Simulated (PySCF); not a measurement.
Cl₂O₂W, charge -1, doublet, at a GFN2-xTB geometry (such geometries of metal compounds can be far from the true shape) (the multiplicity is a formal guess) (core potentials on W) (in this run its highest filled SCF level lies above zero, so its values depend strongly on the basis, on diffuse functions most of all); DF-B97M-V/def2-SVP in PySCF.

PySCF was given this input:
```python
from pyscf import gto, scf, dft

mol = gto.M(
    atom='''
W     0.345760   -0.068537    0.113362
O     1.476885   -0.624735   -1.015234
O     0.734278    0.186439    1.740189
Cl   -0.869014    1.743361   -0.747437
Cl   -1.676606   -1.238768   -0.087175
''',
    basis='def2-svp',
    ecp={'W': 'def2-svp'},
    charge=-1,
    spin=1,
    verbose=4,
)

mf = dft.UKS(mol)
mf.xc = 'b97m_v'
mf = mf.density_fit(auxbasis='def2-universal-jkfit')
mf.kernel()
```

The log (banner, timings and long lists left out):

```
PySCF version 2.14.0

[INPUT] verbose = 4
[INPUT] num. atoms = 5
[INPUT] num. electrons = 65
[INPUT] charge = -1
[INPUT] spin (= nelec alpha-beta = 2S) = 1
[INPUT] symmetry False subgroup None
[INPUT] Mole.unit = angstrom
[INPUT] Symbol           X                Y                Z      unit          X                Y                Z       unit  Magmom
[INPUT]  1 W      0.345760000000  -0.068537000000   0.113362000000 AA    0.653391704830  -0.129516159399   0.214223132933 Bohr   0.0
[INPUT]  2 O      1.476885000000  -0.624735000000  -1.015234000000 AA    2.790908167478  -1.180578050430  -1.918514212347 Bohr   0.0
[INPUT]  3 O      0.734278000000   0.186439000000   1.740189000000 AA    1.387584319293   0.352318648938   3.288480614981 Bohr   0.0
[INPUT]  4 Cl    -0.869014000000   1.743361000000  -0.747437000000 AA   -1.642198458413   3.294474826248  -1.412451225367 Bohr   0.0
[INPUT]  5 Cl    -1.676606000000  -1.238768000000  -0.087175000000 AA   -3.168326158803  -2.340932251875  -0.164736874909 Bohr   0.0

nuclear repulsion = 323.376568300896
number of shells = 40
number of NR pGTOs = 177
number of NR cGTOs = 96
basis = def2-svp
ecp = {'W': 'def2-svp'}

******** <class 'pyscf.df.df_jk.DFUKS'> ********
method = DFUKS
initial guess = minao
damping factor = 0
level_shift factor = 0
DIIS = <class 'pyscf.scf.diis.CDIIS'>
diis_start_cycle = 1
diis_space = 8
diis_damp = 0
SCF conv_tol = 1e-09
SCF conv_tol_grad = None
SCF max_cycles = 50
direct_scf = False
number electrons alpha = 33  beta = 32
XC library pyscf.dft.libxc version 7.1.2
    S. Lehtola, C. Steigemann, M. J. T. Oliveira, and M. A. L. Marques,  SoftwareX 7, 1–5 (2018)
XC functionals = b97m_v
    N. Mardirossian and M. Head-Gordon,  J. Chem. Phys. 142, 074111 (2015)
radial grids:
    Treutler-Ahlrichs [JCP 102, 346 (1995); DOI:10.1063/1.469408] (M4) radial grids

becke partition: Becke, JCP 88, 2547 (1988); DOI:10.1063/1.454033
pruning grids: <function nwchem_prune>
grids dens level: 3
symmetrized grids: False
atomic radii adjust function: <function treutler_atomic_radii_adjust>
** Following is NLC and NLC Grids **
NLC functional = b97m_v
radial grids:
    Treutler-Ahlrichs [JCP 102, 346 (1995); DOI:10.1063/1.469408] (M4) radial grids

becke partition: Becke, JCP 88, 2547 (1988); DOI:10.1063/1.454033
pruning grids: <function nwchem_prune>
grids dens level: 3
symmetrized grids: False
atomic radii adjust function: <function treutler_atomic_radii_adjust>
small_rho_cutoff = 0
Set gradient conv threshold to 3.16228e-05
tot grids = 90232
tot grids = 90232
init E= -1125.05603247263

cycle= 1 E= -1137.05561773177  delta_E=  -12  |g|= 1.07  |ddm|= 5.24
cycle= 2 E= -1130.11040100733  delta_E= 6.95  |g|= 3.53  |ddm|= 4.14
cycle= 3 E= -1137.39338902717  delta_E= -7.28  |g|= 0.487  |ddm|= 3.93
cycle= 4 E= -1137.49824680391  delta_E= -0.105  |g|= 0.203  |ddm|= 0.973
cycle= 5 E= -1137.51124270626  delta_E= -0.013  |g|= 0.131  |ddm|= 0.405
cycle= 6 E= -1137.52200352207  delta_E= -0.0108  |g|= 0.00865  |ddm|= 0.175
cycle= 7 E= -1137.52203312668  delta_E= -2.96e-05  |g|= 0.00451  |ddm|= 0.0128
cycle= 8 E= -1137.52204288697  delta_E= -9.76e-06  |g|= 0.0011  |ddm|= 0.00485
cycle= 9 E= -1137.52204282063  delta_E= 6.63e-08  |g|= 0.00165  |ddm|= 0.00219
cycle= 10 E= -1137.5220439901  delta_E= -1.17e-06  |g|= 0.000319  |ddm|= 0.00137
cycle= 11 E= -1137.52204410032  delta_E= -1.1e-07  |g|= 8.16e-05  |ddm|= 0.000712
cycle= 12 E= -1137.52204409888  delta_E= 1.44e-09  |g|= 0.000122  |ddm|= 0.000201
cycle= 13 E= -1137.52204410646  delta_E= -7.58e-09  |g|= 9.23e-06  |ddm|= 0.000144
cycle= 14 E= -1137.5220441065  delta_E= -4.64e-11  |g|= 5.72e-06  |ddm|= 1.99e-05
Extra cycle  E= -1137.52204410644  delta_E= 6.23e-11  |g|= 1.24e-05  |ddm|= 2.07e-05
converged SCF energy = -1137.52204410644  <S^2> = 0.75493343  2S+1 = 2.0049274
```
